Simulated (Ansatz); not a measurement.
Molecule: CHBrCl (charge 0, doublet). It need not be the lowest isomer of its formula. 
Coordinates optimised at B3LYP-D3(BJ)/def2-TZVP (Ansatz, a first-principles code):
```
C
H 1 1.0788
Cl 1 1.7000 2 117.28
Br 1 1.8695 2 116.57 3 152.58
```
Charge 0, spin multiplicity 2.

Computed values are from Ansatz. Valence correlation only, unless marked. UHF or UKS for open shells. Spin-orbit coupling is left out. The frozen core is the preceding noble-gas configuration, with the filled d and f shells of earlier blocks. No relativistic terms. CBS marks a two-point X^-3 extrapolation of the correlation energy; Hartree-Fock from the larger set. The bracket is a focal-point correction in the basis named.

```json
{
 "atomisation energy De": "1063.7 kJ/mol at RI-MP2/CBS(def2-TZVPP,def2-QZVPP)+[CCSD(T)-MP2]/def2-TZVPP",
 "total_energy": "-3071.0374 Eh at RI-MP2/CBS(def2-TZVPP,def2-QZVPP)+[CCSD(T)-MP2]/def2-TZVPP",
 "dipole_moment": "0.83 D at CCSD(T)/def2-SVPD",
 "T1 diagnostic": "0.017 at CCSD/def2-TZVPP"
}
```
